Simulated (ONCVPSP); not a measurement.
**Reading a pseudo-wave (Al (Z = 13))**

Columns: radius, all-electron u(r) and pseudo u(r) of the 2s shell (level -107.51 eV) of aluminium in the configuration [He] 2s2 2p6 3s2 3p1; LDA (Perdew-Wang 92), scalar-relativistic, ONCV scheme, ONCVPSP 4.0.1.

```json
{"r (bohr)": "0.045", "all-electron": "-0.5640", "pseudo": "0.1562"}
{"r (bohr)": "0.090", "all-electron": "-0.5264", "pseudo": "0.3117"}
{"r (bohr)": "0.135", "all-electron": "-0.2384", "pseudo": "0.4653"}
{"r (bohr)": "0.180", "all-electron": "0.1191", "pseudo": "0.6149"}
{"r (bohr)": "0.225", "all-electron": "0.4600", "pseudo": "0.7576"}
{"r (bohr)": "0.270", "all-electron": "0.7476", "pseudo": "0.8895"}
{"r (bohr)": "0.315", "all-electron": "0.9703", "pseudo": "1.0062"}
{"r (bohr)": "0.360", "all-electron": "1.1294", "pseudo": "1.1037"}
{"r (bohr)": "0.405", "all-electron": "1.2319", "pseudo": "1.1786"}
{"r (bohr)": "0.450", "all-electron": "1.2876", "pseudo": "1.2290"}
{"r (bohr)": "0.495", "all-electron": "1.3055", "pseudo": "1.2541"}
{"r (bohr)": "0.540", "all-electron": "1.2940", "pseudo": "1.2551"}
{"r (bohr)": "0.585", "all-electron": "1.2612", "pseudo": "1.2350"}
{"r (bohr)": "0.630", "all-electron": "1.2126", "pseudo": "1.1969"}
{"r (bohr)": "0.675", "all-electron": "1.1533", "pseudo": "1.1451"}
{"r (bohr)": "0.720", "all-electron": "1.0874", "pseudo": "1.0837"}
{"r (bohr)": "0.765", "all-electron": "1.0176", "pseudo": "1.0163"}
{"r (bohr)": "0.810", "all-electron": "0.9465", "pseudo": "0.9461"}
{"r (bohr)": "0.855", "all-electron": "0.8758", "pseudo": "0.8756"}
{"r (bohr)": "0.900", "all-electron": "0.8067", "pseudo": "0.8066"}
{"r (bohr)": "0.945", "all-electron": "0.7402", "pseudo": "0.7401"}
{"r (bohr)": "0.990", "all-electron": "0.6769", "pseudo": "0.6768"}
{"r (bohr)": "1.035", "all-electron": "0.6171", "pseudo": "0.6171"}
{"r (bohr)": "1.080", "all-electron": "0.5612", "pseudo": "0.5612"}
{"r (bohr)": "1.125", "all-electron": "0.5092", "pseudo": "0.5091"}
{"r (bohr)": "1.170", "all-electron": "0.4610", "pseudo": "0.4609"}
```

(1) How many radial nodes do the two functions have?

(2) At about which radius was the pseudo-wave matched?

(3) Is the pseudo-wave norm-conserving?

## Answers

(1) The all-electron 2s function has n − l − 1 = 1; the pseudo-wave has 0, since the states of the same l below it are removed with the core.

(2) 0.90 bohr. The columns agree to 0.0005 from 0.81 bohr on; several derivatives are matched, so the curves merge somewhat inside the radius.

(3) Yes: the ONCV scheme keeps the norm inside the radius equal to the all-electron one, which fixes the energy derivative of the logarithmic derivative at the level.
